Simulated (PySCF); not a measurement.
Isomers of C5H13NO2Si.

All values: PBE0/pcSseg-1 (PySCF) at GFN2-xTB geometries, gas phase, one conformer each.

**Question.** Rank by dipole moment, highest first.
A. `[CH3:1][CH2:2][O:3][SiH2:4][N:5]([CH3:6])[C:7]([CH3:8])=[O:9]` with C1–C2–O3–Si4 -63°, C2–O3–Si4–N5 -174°, O3–Si4–N5–C6 0°, Si4–N5–C7–C8 180°
B. `[CH3:1][CH2:2][C@H:3]([O:4][SiH3:5])[C:6](=[O:7])[NH:8][CH3:9]` with C1–C2–C3–O4 -61°, C2–C3–O4–Si5 -93°, C2–C3–C6–O7 98°, C3–C6–N8–C9 178°
C. `[CH3:1][NH:2][C:3](=[O:4])[C@@H:5]([CH3:6])[O:7][CH2:8][SiH3:9]` with C1–N2–C3–O4 2°, N2–C3–C5–C6 -89°, C3–C5–O7–C8 76°, C5–O7–C8–Si9 -176°
D. `[CH3:1][O:2][CH2:3][SiH2:4][N:5]([CH3:6])[C:7]([CH3:8])=[O:9]` with C1–O2–C3–Si4 -66°, O2–C3–Si4–N5 -161°, C3–Si4–N5–C6 -3°, Si4–N5–C7–C8 -179°
E. `[CH3:1][O:2][CH2:3]/[C:4](=[N:5]\[SiH3:6])[C@H:7]([CH3:8])[OH:9]` with C1–O2–C3–C4 161°, O2–C3–C4–N5 -27°, C3–C4–C7–C8 -81°, C4–C7–O9–H 27°
F. `[CH3:1][NH:2][C:3](=[O:4])[C@H:5]([CH3:6])[CH2:7][O:8][SiH3:9]` with C1–N2–C3–O4 5°, N2–C3–C5–C6 -179°, C3–C5–C7–O8 -72°, C5–C7–O8–Si9 -173°

**Answer.** B (5.14 D), E (4.34 D), D (3.87 D), F (3.68 D), A (3.07 D), C (2.64 D).

**Question.** Rank by the lowest IAO charge on any atom, highest value first.
A. `[CH3:1][O:2][CH2:3]/[C:4](=[N:5]\[SiH3:6])[C@H:7]([CH3:8])[OH:9]` with C1–O2–C3–C4 161°, O2–C3–C4–N5 -27°, C3–C4–C7–C8 -81°, C4–C7–O9–H 27°
B. `[CH3:1][NH:2][C:3](=[O:4])[C@@H:5]([CH3:6])[O:7][CH2:8][SiH3:9]` with C1–N2–C3–O4 2°, N2–C3–C5–C6 -89°, C3–C5–O7–C8 76°, C5–O7–C8–Si9 -176°
C. `[CH2:1]=[CH:2][C@@H:3]([CH2:4][CH3:5])[O:6][Si@H:7]([NH2:8])[OH:9]` with C1–C2–C3–C4 94°, C2–C3–C4–C5 61°, C2–C3–O6–Si7 171°, C3–O6–Si7–N8 -55°, O6–Si7–N8–H -168° and 56°
D. `[CH3:1][NH:2][C:3](=[O:4])[C@H:5]([CH3:6])[CH2:7][O:8][SiH3:9]` with C1–N2–C3–O4 5°, N2–C3–C5–C6 -179°, C3–C5–C7–O8 -72°, C5–C7–O8–Si9 -173°

**Answer.** B (-0.515 e), A (-0.558 e), D (-0.644 e), C (-0.873 e).

**Question.** Rank by LUMO energy, lowest first.
A. `[CH2:1]=[CH:2][C@@H:3]([CH2:4][CH3:5])[O:6][Si@H:7]([NH2:8])[OH:9]` with C1–C2–C3–C4 94°, C2–C3–C4–C5 61°, C2–C3–O6–Si7 171°, C3–O6–Si7–N8 -55°, O6–Si7–N8–H -168° and 56°
B. `[CH3:1][NH:2][C:3](=[O:4])[C@@H:5]([CH3:6])[O:7][CH2:8][SiH3:9]` with C1–N2–C3–O4 2°, N2–C3–C5–C6 -89°, C3–C5–O7–C8 76°, C5–O7–C8–Si9 -176°
C. `[CH3:1][O:2][CH2:3]/[C:4](=[N:5]\[SiH3:6])[C@H:7]([CH3:8])[OH:9]` with C1–O2–C3–C4 161°, O2–C3–C4–N5 -27°, C3–C4–C7–C8 -81°, C4–C7–O9–H 27°
D. `[CH3:1][NH:2][C:3](=[O:4])[C@H:5]([CH3:6])[CH2:7][O:8][SiH3:9]` with C1–N2–C3–O4 5°, N2–C3–C5–C6 -179°, C3–C5–C7–O8 -72°, C5–C7–O8–Si9 -173°
E. `[CH3:1][O:2][CH2:3][SiH2:4][N:5]([CH3:6])[C:7]([CH3:8])=[O:9]` with C1–O2–C3–Si4 -66°, O2–C3–Si4–N5 -161°, C3–Si4–N5–C6 -3°, Si4–N5–C7–C8 -179°

**Answer.** C (-0.77 eV), D (0.02 eV), A (0.19 eV), E (0.43 eV), B (0.60 eV).

All values together:

```tsv
SMILES	μ (D)	HOMO (eV)	LUMO (eV)	lowest IAO charge (e)	highest IAO charge (e)	lowest Hirshfeld charge (e)	highest Hirshfeld charge (e)
CNC(=O)[C@@H](C)OC[SiH3]	2.64	-7.01	0.60	-0.515 (O)	+0.623 (Si)	-0.299 (O)	+0.317 (Si)
COC/C(=N\[SiH3])[C@H](C)O	4.34	-7.12	-0.77	-0.558 (N/O)	+0.747 (Si)	-0.236 (O)	+0.319 (Si)
CC[C@H](O[SiH3])C(=O)NC	5.14	-7.46	0.44	-0.630 (O)	+0.856 (Si)	-0.225 (O)	+0.329 (Si)
CNC(=O)[C@H](C)CO[SiH3]	3.68	-7.03	0.02	-0.644 (O)	+0.872 (Si)	-0.284 (O)	+0.390 (Si)
CCO[SiH2]N(C)C(C)=O	3.07	-7.32	0.64	-0.656 (O)	+1.098 (Si)	-0.262 (O)	+0.396 (Si)
COC[SiH2]N(C)C(C)=O	3.87	-6.72	0.43	-0.500 (O)	+0.867 (Si)	-0.252 (O)	+0.339 (Si)
C=C[C@@H](CC)O[Si@H](N)O	2.16	-7.51	0.19	-0.873 (N)	+1.407 (Si)	-0.330 (N)	+0.469 (Si)
```

Conformers: `[CH3:1][NH:2][C:3](=[O:4])[C@@H:5]([CH3:6])[O:7][CH2:8][SiH3:9]` with C1–N2–C3–O4 2°, N2–C3–C5–C6 -89°, C3–C5–O7–C8 76°, C5–O7–C8–Si9 -176°; `[CH3:1][O:2][CH2:3]/[C:4](=[N:5]\[SiH3:6])[C@H:7]([CH3:8])[OH:9]` with C1–O2–C3–C4 161°, O2–C3–C4–N5 -27°, C3–C4–C7–C8 -81°, C4–C7–O9–H 27°; `[CH3:1][CH2:2][C@H:3]([O:4][SiH3:5])[C:6](=[O:7])[NH:8][CH3:9]` with C1–C2–C3–O4 -61°, C2–C3–O4–Si5 -93°, C2–C3–C6–O7 98°, C3–C6–N8–C9 178°; `[CH3:1][NH:2][C:3](=[O:4])[C@H:5]([CH3:6])[CH2:7][O:8][SiH3:9]` with C1–N2–C3–O4 5°, N2–C3–C5–C6 -179°, C3–C5–C7–O8 -72°, C5–C7–O8–Si9 -173°; `[CH3:1][CH2:2][O:3][SiH2:4][N:5]([CH3:6])[C:7]([CH3:8])=[O:9]` with C1–C2–O3–Si4 -63°, C2–O3–Si4–N5 -174°, O3–Si4–N5–C6 0°, Si4–N5–C7–C8 180°; `[CH3:1][O:2][CH2:3][SiH2:4][N:5]([CH3:6])[C:7]([CH3:8])=[O:9]` with C1–O2–C3–Si4 -66°, O2–C3–Si4–N5 -161°, C3–Si4–N5–C6 -3°, Si4–N5–C7–C8 -179°; `[CH2:1]=[CH:2][C@@H:3]([CH2:4][CH3:5])[O:6][Si@H:7]([NH2:8])[OH:9]` with C1–C2–C3–C4 94°, C2–C3–C4–C5 61°, C2–C3–O6–Si7 171°, C3–O6–Si7–N8 -55°, O6–Si7–N8–H -168° and 56°.
